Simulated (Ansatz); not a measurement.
## Interaction energy ladder

The pair of Cl⁻ (SMILES [Cl-], atom 1) and SiH₃Cl (SMILES [SiH3]Cl, atoms 2–6), both closed shells, in one local arrangement (a lower one may exist), relaxed at PBE0-D4/def2-TZVPD:

```json
{"atom": "Cl1", "x (Å)": "-0.4887", "y (Å)": "0.0697", "z (Å)": "-2.2735"}
{"atom": "Si2", "x (Å)": "0.0000", "y (Å)": "0.0000", "z (Å)": "0.0000"}
{"atom": "Cl3", "x (Å)": "0.4887", "y (Å)": "-0.0697", "z (Å)": "2.2736"}
{"atom": "H4", "x (Å)": "0.9655", "y (Å)": "1.1056", "z (Å)": "-0.1738"}
{"atom": "H5", "x (Å)": "-1.4139", "y (Å)": "0.2960", "z (Å)": "0.3130"}
{"atom": "H6", "x (Å)": "0.4483", "y (Å)": "-1.4015", "z (Å)": "-0.1394"}
```

Program: Ansatz 0.2.0. Basis: def2-TZVPPD, with def2-QZVPPD for the basis limit. Cores are frozen in the correlated methods. B3LYP uses VWN-RPA correlation. Extrapolation: Hartree–Fock as exp(−7.88 √X), correlation as X^−2.97. Interaction energies count from these two fragments, frozen as in the pair, with the counterpoise correction; negative means bound.

Task: What is the interaction energy by CCSD(T) at an estimated basis limit (MP2 extrapolated from triple and quadruple zeta, plus CCSD(T) − MP2 in triple zeta)? (Judge from chemistry; the value comes from the calculation.)

Result: Computed: -218.5 kJ/mol. Hartree–Fock alone gives -191.5 kJ/mol at the basis limit. It counts from the two fragments frozen as in the pair.

The same quantity by other methods in triple zeta, and each one's difference from that estimate:
```tsv
method	E_int (kJ/mol)	difference
PBE-D4	-214.5	4.0
revPBE-D4	-213.4	5.2
BLYP-D4	-197.6	21.0
r2SCAN-D4	-219.1	-0.6
B97M-V	-214.8	3.7
PBE0-D4	-223.0	-4.4
B3LYP-D4	-207.2	11.4
HSE06-D4	-222.7	-4.2
wB97X-V	-217.8	0.7
wB97M-V	-217.0	1.6
B2PLYP	-203.5	15.1
HF	-190.0	28.6
MP2	-215.2	3.4
CCSD	-206.0	12.5
CCSD(T)	-208.0	10.5
```
Differences are method less estimate.

Task: Which atoms make the shortest contact between the fragments?

Result: Cl1 and Si2, 2.33 Å apart.

Energy to bend the free fragments (PBE0-D4 minima) into their shapes in the pair, CCSD(T)/def2-TZVPPD: SiH₃Cl 105.1 kJ/mol. This must be added to the interaction energy to get the binding energy from relaxed fragments.

Basis-set superposition shift (counterpoise-corrected less uncorrected): CCSD(T) 8.8; MP2 8.3; HF 0.8; PBE0-D4 1.0; wB97M-V 0.9 kJ/mol.

The T1 diagnostic stays at or below 0.013.

For scale, one of the runs: CCSD(T)/def2-TZVPPD, 201 basis functions, launched by `ansatz run in.yaml --threads 2 --pin off --events-out ev --progress --plain --max-ram 5222MiB`. Hardware: 2 CPU threads of an Intel Xeon 6975P-C, shared host. Wall time 17 s; peak host memory 2.3 GiB.
